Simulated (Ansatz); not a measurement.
A short molecular-dynamics run on CH3AlClFO2.

```yaml
crystal:
  periodic: [false, false, false]
  atoms:
    - {symbol: O, position_ang: [2.305888, -0.475385, 0.733590]}
    - {symbol: C, position_ang: [1.034246, -0.224595, 0.654348]}
    - {symbol: F, position_ang: [0.433319, -0.527700, 1.753427]}
    - {symbol: Cl, position_ang: [-2.042834, -1.608839, -0.419455]}
    - {symbol: O, position_ang: [0.466298, 0.238724, -0.305132]}
    - {symbol: Al, position_ang: [-1.500578, 0.447948, -0.675971]}
    - {symbol: H, position_ang: [2.723466, -0.251599, -0.111014]}
    - {symbol: H, position_ang: [-1.905925, 1.400551, 0.525291]}
    - {symbol: H, position_ang: [-1.425279, 0.954595, -2.172185]}
basis:
  gaussian: {orbitals: "6-31G*"}
hamiltonian: {xc: {name: r2SCAN}}
md: {timestep: 1 fs, n_steps: 30, ensemble: nvt_langevin, temperature: 700, initial_velocities: maxwell_boltzmann, friction: 0.01, seed: 656}
```

```sh
$ ansatz run in.yaml --threads 4 --pin off --events-out ev --progress --plain --max-ram 10444MiB
```

```
step  time (fs)  potential energy (eV)  kinetic (eV)  T (K)  conserved (eV)
   0        0.0            -27012.5109        0.7239    622               –
   1        1.0            -27012.4957        0.6259    538               –
   2        2.0            -27012.4427        0.6175    531               –
   3        3.0            -27012.3840        0.5939    511               –
   4        4.0            -27012.3511        0.5290    455               –
   5        5.0            -27012.3460        0.4749    408               –
   6        6.0            -27012.3437        0.4254    366               –
   7        7.0            -27012.3255        0.4109    353               –
   8        8.0            -27012.3014        0.3975    342               –
   9        9.0            -27012.2893        0.4014    345               –
  10       10.0            -27012.2580        0.4064    349               –
  11       11.0            -27012.2041        0.3719    320               –
  12       12.0            -27012.1723        0.2963    255               –
  13       13.0            -27012.1845        0.2834    244               –
  14       14.0            -27012.2303        0.3152    271               –
  15       15.0            -27012.2634        0.3536    304               –
  16       16.0            -27012.2606        0.3470    298               –
  17       17.0            -27012.2728        0.3943    339               –
  18       18.0            -27012.2901        0.3479    299               –
  19       19.0            -27012.2867        0.3333    286               –
  20       20.0            -27012.2641        0.3288    283               –
  21       21.0            -27012.2536        0.3162    272               –
  22       22.0            -27012.2806        0.3442    296               –
  23       23.0            -27012.3246        0.4240    364               –
  24       24.0            -27012.3356        0.4975    428               –
  25       25.0            -27012.2951        0.5153    443               –
  26       26.0            -27012.2660        0.5502    473               –
  27       27.0            -27012.2588        0.4745    408               –
  28       28.0            -27012.2267        0.4893    421               –
  29       29.0            -27012.1765        0.3725    320               –
  30       30.0            -27012.1595        0.3892    335               –
```

Velocities are drawn at the set temperature; a run this short doesn't reach equilibrium.

Frames (Å, forces in eV/Å):

```xyz
9
time=0.0 fs
O     2.306   -0.475    0.734    0.510   -0.214    0.372
C     1.034   -0.225    0.654    0.257   -0.191    0.343
F     0.433   -0.528    1.753   -0.359   -0.194    0.665
Cl   -2.043   -1.609   -0.419   -0.029   -0.133    0.024
O     0.466    0.239   -0.305   -0.454    0.491   -1.069
Al   -1.501    0.448   -0.676   -0.019    0.089    0.005
H     2.723   -0.252   -0.111    0.136    0.091   -0.323
H    -1.906    1.401    0.525   -0.035    0.044    0.070
H    -1.425    0.955   -2.172   -0.006    0.016   -0.086
9
time=1.0 fs
O     2.303   -0.485    0.739    0.830    0.093   -0.346
C     1.034   -0.216    0.651    0.376   -0.727    1.075
F     0.431   -0.527    1.762   -0.164    0.042    0.136
Cl   -2.044   -1.608   -0.420    0.007   -0.051   -0.016
O     0.468    0.229   -0.312   -0.645    0.713   -1.253
Al   -1.496    0.453   -0.681   -0.262    0.130    0.619
H     2.748   -0.252   -0.110   -0.305   -0.116    0.402
H    -1.949    1.412    0.538    0.133   -0.180   -0.199
H    -1.424    0.979   -2.145    0.031    0.097   -0.418
9
time=2.0 fs
O     2.300   -0.495    0.745    1.098    0.379   -0.923
C     1.033   -0.209    0.648    0.451   -1.138    1.563
F     0.429   -0.524    1.771   -0.029    0.236   -0.279
Cl   -2.045   -1.607   -0.420    0.037    0.022   -0.053
O     0.470    0.220   -0.320   -0.739    0.850   -1.295
Al   -1.492    0.458   -0.686   -0.457    0.101    1.090
H     2.769   -0.249   -0.108   -0.686   -0.304    0.975
H    -1.987    1.421    0.541    0.262   -0.321   -0.353
H    -1.420    1.006   -2.120    0.062    0.175   -0.727
9
time=3.0 fs
O     2.298   -0.505    0.751    1.203    0.589   -1.205
C     1.033   -0.202    0.647    0.448   -1.469    1.859
F     0.427   -0.520    1.779    0.074    0.409   -0.619
Cl   -2.046   -1.606   -0.421    0.061    0.086   -0.088
O     0.470    0.210   -0.328   -0.724    0.916   -1.200
Al   -1.488    0.463   -0.690   -0.604    0.034    1.411
H     2.785   -0.251   -0.100   -0.892   -0.407    1.233
H    -2.018    1.428    0.536    0.347   -0.396   -0.411
H    -1.412    1.036   -2.098    0.088    0.239   -0.978
9
time=4.0 fs
O     2.296   -0.515    0.757    1.025    0.686   -1.108
C     1.033   -0.196    0.647    0.412   -1.733    2.011
F     0.426   -0.516    1.787    0.160    0.556   -0.896
Cl   -2.047   -1.604   -0.422    0.081    0.144   -0.123
O     0.470    0.201   -0.336   -0.623    0.926   -1.011
Al   -1.485    0.468   -0.694   -0.705   -0.022    1.518
H     2.794   -0.258   -0.083   -0.852   -0.386    1.089
H    -2.043    1.430    0.526    0.396   -0.419   -0.402
H    -1.403    1.072   -2.083    0.106    0.247   -1.079
9
time=5.0 fs
O     2.297   -0.523    0.763    0.553    0.652   -0.609
C     1.035   -0.191    0.648    0.271   -1.896    1.962
F     0.424   -0.513    1.792    0.236    0.675   -1.111
Cl   -2.048   -1.601   -0.423    0.096    0.197   -0.153
O     0.470    0.192   -0.343   -0.409    0.864   -0.665
Al   -1.484    0.474   -0.697   -0.755   -0.034    1.417
H     2.796   -0.267   -0.056   -0.521   -0.235    0.524
H    -2.063    1.431    0.512    0.417   -0.411   -0.349
H    -1.392    1.110   -2.077    0.112    0.188   -1.016
9
time=6.0 fs
O     2.297   -0.531    0.769   -0.071    0.490    0.195
C     1.036   -0.188    0.651    0.008   -1.933    1.680
F     0.422   -0.511    1.797    0.294    0.766   -1.272
Cl   -2.049   -1.598   -0.425    0.107    0.237   -0.176
O     0.470    0.186   -0.352   -0.099    0.730   -0.155
Al   -1.482    0.479   -0.700   -0.754    0.008    1.102
H     2.795   -0.279   -0.025    0.002    0.019   -0.334
H    -2.079    1.431    0.494    0.411   -0.370   -0.260
H    -1.380    1.145   -2.084    0.101    0.054   -0.780
9
time=7.0 fs
O     2.297   -0.538    0.775   -0.697    0.299    0.999
C     1.037   -0.187    0.654   -0.239   -1.873    1.208
F     0.420   -0.509    1.802    0.322    0.825   -1.384
Cl   -2.051   -1.595   -0.427    0.115    0.266   -0.193
O     0.470    0.180   -0.360    0.234    0.556    0.455
Al   -1.481    0.484   -0.703   -0.701    0.072    0.637
H     2.796   -0.288    0.005    0.513    0.276   -1.158
H    -2.088    1.425    0.477    0.377   -0.287   -0.140
H    -1.370    1.177   -2.102    0.076   -0.134   -0.423
9
time=8.0 fs
O     2.296   -0.544    0.782   -0.946    0.258    1.259
C     1.037   -0.188    0.660   -0.509   -1.766    0.657
F     0.418   -0.507    1.806    0.322    0.861   -1.441
Cl   -2.052   -1.592   -0.428    0.120    0.287   -0.208
O     0.469    0.174   -0.368    0.560    0.380    1.080
Al   -1.479    0.490   -0.705   -0.617    0.122    0.145
H     2.798   -0.291    0.022    0.695    0.364   -1.436
H    -2.095    1.417    0.460    0.327   -0.180   -0.003
H    -1.361    1.207   -2.126    0.048   -0.327   -0.052
9
time=9.0 fs
O     2.294   -0.550    0.791   -0.522    0.484    0.640
C     1.038   -0.190    0.666   -0.764   -1.632    0.098
F     0.416   -0.506    1.810    0.281    0.870   -1.423
Cl   -2.054   -1.587   -0.430    0.123    0.297   -0.219
O     0.470    0.168   -0.375    0.819    0.239    1.628
Al   -1.478    0.495   -0.707   -0.512    0.116   -0.310
H     2.807   -0.288    0.024    0.285    0.156   -0.825
H    -2.104    1.406    0.442    0.266   -0.049    0.153
H    -1.352    1.231   -2.150    0.023   -0.482    0.258
9
time=10.0 fs
O     2.292   -0.555    0.800    0.197    0.805   -0.284
C     1.038   -0.193    0.673   -0.968   -1.478   -0.467
F     0.415   -0.504    1.812    0.206    0.854   -1.341
Cl   -2.055   -1.583   -0.431    0.125    0.300   -0.227
O     0.473    0.162   -0.380    0.992    0.138    2.090
Al   -1.476    0.501   -0.708   -0.368    0.012   -0.721
H     2.819   -0.280    0.017   -0.365   -0.178    0.117
H    -2.114    1.390    0.423    0.175    0.127    0.358
H    -1.344    1.248   -2.170    0.007   -0.581    0.475
9
time=11.0 fs
O     2.290   -0.561    0.809    0.753    1.051   -0.955
C     1.038   -0.197    0.681   -1.074   -1.334   -1.001
F     0.412   -0.503    1.814    0.113    0.818   -1.202
Cl   -2.057   -1.578   -0.432    0.127    0.309   -0.233
O     0.477    0.155   -0.385    1.072    0.078    2.446
Al   -1.476    0.508   -0.709   -0.215   -0.125   -1.039
H     2.828   -0.273    0.010   -0.855   -0.445    0.824
H    -2.123    1.378    0.406    0.086    0.287    0.545
H    -1.335    1.259   -2.185   -0.008   -0.638    0.615
9
time=12.0 fs
O     2.289   -0.567    0.816    0.941    1.161   -1.212
C     1.037   -0.202    0.687   -1.028   -1.235   -1.369
F     0.409   -0.502    1.814    0.019    0.766   -1.032
Cl   -2.059   -1.573   -0.433    0.130    0.325   -0.237
O     0.482    0.147   -0.387    1.056    0.067    2.625
Al   -1.476    0.515   -0.710   -0.114   -0.233   -1.193
H     2.828   -0.270    0.009   -1.028   -0.568    1.105
H    -2.135    1.373    0.397    0.047    0.368    0.630
H    -1.323    1.264   -2.193   -0.023   -0.652    0.683
9
time=13.0 fs
O     2.289   -0.571    0.822    0.819    1.129   -1.098
C     1.035   -0.209    0.692   -0.892   -1.152   -1.558
F     0.407   -0.500    1.814   -0.075    0.703   -0.864
Cl   -2.060   -1.568   -0.433    0.133    0.338   -0.237
O     0.487    0.140   -0.386    0.976    0.083    2.653
Al   -1.475    0.521   -0.710   -0.099   -0.277   -1.164
H     2.819   -0.270    0.017   -0.907   -0.549    0.990
H    -2.150    1.375    0.395    0.077    0.354    0.595
H    -1.311    1.261   -2.194   -0.030   -0.628    0.682
9
time=14.0 fs
O     2.289   -0.574    0.826    0.366    0.936   -0.533
C     1.033   -0.216    0.695   -0.677   -1.101   -1.578
F     0.404   -0.499    1.813   -0.159    0.634   -0.715
Cl   -2.061   -1.564   -0.433    0.134    0.344   -0.235
O     0.492    0.133   -0.384    0.829    0.128    2.546
Al   -1.475    0.526   -0.711   -0.176   -0.245   -0.919
H     2.803   -0.270    0.035   -0.471   -0.367    0.412
H    -2.167    1.385    0.400    0.182    0.237    0.434
H    -1.300    1.255   -2.186   -0.027   -0.567    0.588
9
time=15.0 fs
O     2.289   -0.578    0.828   -0.396    0.523    0.556
C     1.030   -0.223    0.697   -0.462   -1.079   -1.432
F     0.401   -0.497    1.813   -0.218    0.565   -0.594
Cl   -2.062   -1.559   -0.434    0.129    0.341   -0.235
O     0.498    0.126   -0.381    0.629    0.206    2.301
Al   -1.476    0.530   -0.712   -0.292   -0.184   -0.518
H     2.783   -0.270    0.062    0.308    0.026   -0.691
H    -2.183    1.400    0.413    0.316    0.072    0.218
H    -1.290    1.250   -2.167   -0.014   -0.471    0.395
9
time=16.0 fs
O     2.287   -0.581    0.831   -0.968    0.111    1.502
C     1.028   -0.232    0.699   -0.256   -1.052   -1.208
F     0.397   -0.495    1.812   -0.277    0.487   -0.463
Cl   -2.061   -1.554   -0.435    0.120    0.332   -0.239
O     0.504    0.118   -0.375    0.386    0.314    1.937
Al   -1.476    0.533   -0.713   -0.406   -0.154   -0.044
H     2.769   -0.269    0.086    0.954    0.390   -1.624
H    -2.195    1.413    0.428    0.438   -0.084    0.013
H    -1.278    1.247   -2.141    0.009   -0.345    0.126
9
time=17.0 fs
O     2.285   -0.584    0.834   -0.885    0.026    1.555
C     1.025   -0.242    0.699    0.012   -1.011   -0.882
F     0.393   -0.493    1.812   -0.323    0.399   -0.341
Cl   -2.060   -1.550   -0.435    0.108    0.323   -0.246
O     0.508    0.109   -0.368    0.080    0.455    1.432
Al   -1.476    0.536   -0.714   -0.509   -0.217    0.488
H     2.769   -0.264    0.094    0.943    0.392   -1.615
H    -2.203    1.422    0.444    0.528   -0.199   -0.151
H    -1.265    1.240   -2.110    0.048   -0.167   -0.240
9
time=18.0 fs
O     2.283   -0.588    0.837   -0.368    0.198    0.990
C     1.021   -0.253    0.698    0.293   -0.960   -0.461
F     0.389   -0.491    1.813   -0.329    0.308   -0.266
Cl   -2.059   -1.547   -0.435    0.091    0.307   -0.252
O     0.511    0.101   -0.360   -0.245    0.607    0.850
Al   -1.477    0.539   -0.715   -0.585   -0.376    1.023
H     2.779   -0.256    0.091    0.468    0.117   -0.960
H    -2.205    1.424    0.458    0.571   -0.253   -0.250
H    -1.254    1.228   -2.079    0.103    0.053   -0.673
9
time=19.0 fs
O     2.280   -0.592    0.839    0.295    0.444    0.266
C     1.018   -0.265    0.696    0.580   -0.918    0.064
F     0.384   -0.489    1.813   -0.313    0.219   -0.224
Cl   -2.057   -1.544   -0.435    0.073    0.283   -0.257
O     0.514    0.093   -0.353   -0.596    0.780    0.182
Al   -1.478    0.541   -0.715   -0.618   -0.564    1.445
H     2.794   -0.248    0.083   -0.150   -0.246   -0.137
H    -2.199    1.420    0.470    0.569   -0.249   -0.285
H    -1.247    1.214   -2.056    0.160    0.251   -1.053
9
time=20.0 fs
O     2.278   -0.595    0.840    0.877    0.604   -0.289
C     1.016   -0.277    0.693    0.770   -0.862    0.646
F     0.379   -0.486    1.813   -0.261    0.132   -0.217
Cl   -2.056   -1.540   -0.434    0.050    0.249   -0.262
O     0.516    0.086   -0.345   -0.926    0.949   -0.502
Al   -1.480    0.544   -0.714   -0.603   -0.728    1.716
H     2.806   -0.243    0.073   -0.643   -0.534    0.507
H    -2.186    1.412    0.481    0.534   -0.205   -0.275
H    -1.242    1.204   -2.041    0.202    0.396   -1.324
9
time=21.0 fs
O     2.276   -0.598    0.843    1.199    0.604   -0.523
C     1.015   -0.290    0.690    0.833   -0.765    1.142
F     0.374   -0.485    1.813   -0.197    0.045   -0.213
Cl   -2.054   -1.535   -0.433    0.023    0.203   -0.268
O     0.518    0.080   -0.338   -1.157    1.065   -1.061
Al   -1.481    0.546   -0.713   -0.521   -0.826    1.759
H     2.810   -0.246    0.068   -0.859   -0.654    0.793
H    -2.169    1.400    0.489    0.468   -0.122   -0.218
H    -1.232    1.199   -2.035    0.211    0.451   -1.411
9
time=22.0 fs
O     2.276   -0.600    0.847    1.212    0.421   -0.376
C     1.014   -0.303    0.689    0.877   -0.600    1.458
F     0.369   -0.484    1.812   -0.163   -0.056   -0.154
Cl   -2.053   -1.530   -0.432   -0.006    0.151   -0.272
O     0.519    0.075   -0.331   -1.298    1.121   -1.479
Al   -1.483    0.548   -0.711   -0.339   -0.837    1.434
H     2.810   -0.257    0.073   -0.805   -0.586    0.681
H    -2.146    1.384    0.490    0.357    0.017   -0.076
H    -1.219    1.199   -2.045    0.165    0.369   -1.215
9
time=23.0 fs
O     2.276   -0.602    0.850    0.883    0.064    0.191
C     1.014   -0.318    0.690    0.890   -0.337    1.488
F     0.365   -0.483    1.810   -0.169   -0.181    0.000
Cl   -2.051   -1.526   -0.431   -0.038    0.093   -0.270
O     0.519    0.072   -0.325   -1.323    1.096   -1.702
Al   -1.485    0.549   -0.709   -0.055   -0.803    0.785
H     2.805   -0.273    0.088   -0.455   -0.336    0.139
H    -2.118    1.366    0.485    0.197    0.219    0.166
H    -1.207    1.202   -2.068    0.071    0.185   -0.798
9
time=24.0 fs
O     2.277   -0.604    0.854    0.252   -0.458    1.186
C     1.015   -0.333    0.692    0.727    0.021    1.272
F     0.362   -0.481    1.807   -0.185   -0.312    0.199
Cl   -2.048   -1.522   -0.430   -0.075    0.027   -0.263
O     0.519    0.071   -0.319   -1.206    0.978   -1.706
Al   -1.487    0.549   -0.706    0.276   -0.741   -0.003
H     2.793   -0.294    0.108    0.232    0.085   -0.853
H    -2.086    1.352    0.480    0.026    0.439    0.444
H    -1.197    1.206   -2.103   -0.046   -0.039   -0.275
9
time=25.0 fs
O     2.279   -0.607    0.860   -0.294   -0.928    2.120
C     1.018   -0.347    0.695    0.383    0.459    0.856
F     0.359   -0.480    1.804   -0.219   -0.441    0.435
Cl   -2.046   -1.517   -0.427   -0.115   -0.032   -0.256
O     0.519    0.069   -0.313   -0.961    0.778   -1.530
Al   -1.489    0.550   -0.702    0.568   -0.649   -0.705
H     2.782   -0.317    0.125    0.904    0.456   -1.808
H    -2.054    1.343    0.482   -0.102    0.607    0.653
H    -1.189    1.214   -2.142   -0.164   -0.250    0.236
9
time=26.0 fs
O     2.279   -0.611    0.869   -0.126   -0.993    2.066
C     1.020   -0.362    0.700    0.013    0.945    0.289
F     0.356   -0.478    1.800   -0.302   -0.572    0.739
Cl   -2.043   -1.513   -0.424   -0.157   -0.083   -0.247
O     0.518    0.068   -0.308   -0.660    0.537   -1.277
Al   -1.490    0.551   -0.698    0.768   -0.509   -1.172
H     2.781   -0.336    0.126    0.879    0.421   -1.775
H    -2.021    1.342    0.494   -0.154    0.670    0.710
H    -1.184    1.221   -2.181   -0.261   -0.415    0.667
9
time=27.0 fs
O     2.279   -0.614    0.879    0.695   -0.727    1.062
C     1.023   -0.375    0.705   -0.364    1.407   -0.277
F     0.354   -0.477    1.798   -0.384   -0.682    1.011
Cl   -2.040   -1.509   -0.421   -0.203   -0.135   -0.236
O     0.516    0.067   -0.304   -0.361    0.291   -1.001
Al   -1.491    0.552   -0.694    0.866   -0.303   -1.357
H     2.788   -0.348    0.110    0.212    0.063   -0.784
H    -1.991    1.349    0.517   -0.129    0.610    0.588
H    -1.182    1.223   -2.215   -0.332   -0.525    0.994
9
time=28.0 fs
O     2.280   -0.616    0.888    1.582   -0.412   -0.193
C     1.026   -0.387    0.710   -0.730    1.808   -0.719
F     0.351   -0.477    1.798   -0.432   -0.769    1.204
Cl   -2.036   -1.504   -0.418   -0.250   -0.195   -0.222
O     0.514    0.067   -0.299   -0.080    0.060   -0.746
Al   -1.492    0.552   -0.690    0.887   -0.041   -1.285
H     2.794   -0.357    0.082   -0.543   -0.322    0.438
H    -1.965    1.362    0.548   -0.055    0.452    0.322
H    -1.182    1.221   -2.240   -0.379   -0.580    1.201
9
time=29.0 fs
O     2.283   -0.620    0.897    2.014   -0.224   -1.093
C     1.029   -0.398    0.714   -0.985    2.139   -1.061
F     0.350   -0.477    1.798   -0.459   -0.839    1.349
Cl   -2.032   -1.499   -0.415   -0.297   -0.264   -0.207
O     0.512    0.067   -0.295    0.200   -0.162   -0.498
Al   -1.492    0.552   -0.686    0.866    0.210   -1.056
H     2.794   -0.367    0.056   -0.967   -0.540    1.264
H    -1.943    1.378    0.581    0.024    0.266    0.020
H    -1.186    1.215   -2.251   -0.397   -0.586    1.283
9
time=30.0 fs
O     2.289   -0.624    0.903    1.857   -0.163   -1.480
C     1.031   -0.406    0.718   -1.115    2.360   -1.269
F     0.349   -0.477    1.798   -0.443   -0.882    1.417
Cl   -2.028   -1.495   -0.412   -0.336   -0.329   -0.190
O     0.510    0.066   -0.292    0.474   -0.362   -0.247
Al   -1.492    0.552   -0.683    0.797    0.436   -0.723
H     2.781   -0.382    0.041   -0.956   -0.573    1.522
H    -1.924    1.396    0.614    0.104    0.064   -0.296
H    -1.198    1.203   -2.250   -0.382   -0.552    1.266
```

Run time 74 s (4 threads of an Arm Neoverse V2 on a shared host); peak host memory 0.45 GiB.
